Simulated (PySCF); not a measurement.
## Functional benchmark on one molecule

Molecule: SMILES C[Si](Cl)(Cl)Cl, CH3Cl3Si.

Atoms are numbered as in `[CH3:1][Si:2]([Cl:3])([Cl:4])[Cl:5]`; H(Xn) means a hydrogen on atom n.

Geometry PBE0-D3(BJ)/def2-SVP throughout; GIAO in PySCF 2.14.0 with density-fitted response routines, gas phase, one conformer, non-relativistic; equivalent atoms averaged; basis pcSseg-2.

Reference values (measured; solution; U. Herzog, Habilitationsschrift, TU Bergakademie Freiberg, 2002/2003): δ(Si2) = 12.7 ppm vs TMS. Computed shifts are taken against TMS, calculated as an isolated molecule at each level.

Task: How do the functionals HF, LDA, PBE, BLYP, BP86, OPBE, KT2, KT3, B97-D, B3LYP, PBE0, mPW1PW91, WP04, B97-2, BHandHLYP, CAM-B3LYP, wB97X-D, LC-wPBE perform against the reference? Times are CPU seconds on 1 thread of an Arm Neoverse V1, shared host; the GGAs took longer than the global hybrids here, which isn't the general rule, and the cause wasn't traced.

Result: 
| functional | kind | Si2 | abs. error Si | core-s |
| --- | --- | --- | --- | --- |
| HF | Hartree–Fock | 21.2 | 8.5 | 23 |
| LDA | LDA | 40.3 | 27.6 | 27 |
| PBE | GGA | 34.1 | 21.4 | 34 |
| BLYP | GGA | 33.3 | 20.6 | 34 |
| BP86 | GGA | 34.3 | 21.6 | 32 |
| OPBE | GGA | 29.5 | 16.8 | 34 |
| KT2 | GGA | 33.0 | 20.3 | 34 |
| KT3 | GGA | 28.2 | 15.5 | 34 |
| B97-D | GGA | 29.6 | 16.9 | 32 |
| B3LYP | global hybrid | 32.7 | 20.0 | 25 |
| PBE0 | global hybrid | 33.0 | 20.3 | 24 |
| mPW1PW91 | global hybrid | 33.0 | 20.3 | 29 |
| WP04 | global hybrid | 28.1 | 15.4 | 24 |
| B97-2 | global hybrid | 30.3 | 17.6 | 23 |
| BHandHLYP | global hybrid | 29.6 | 16.9 | 23 |
| CAM-B3LYP | range-separated hybrid | 34.6 | 21.9 | 32 |
| wB97X-D | range-separated hybrid | 34.0 | 21.3 | 32 |
| LC-wPBE | range-separated hybrid | 36.3 | 23.6 | 38 |

For ²⁹Si the closest is HF (8.5 ppm) and the furthest LDA (27.6 ppm). One molecule is a small sample, and vibrational and solvent effects are absent from the calculation.
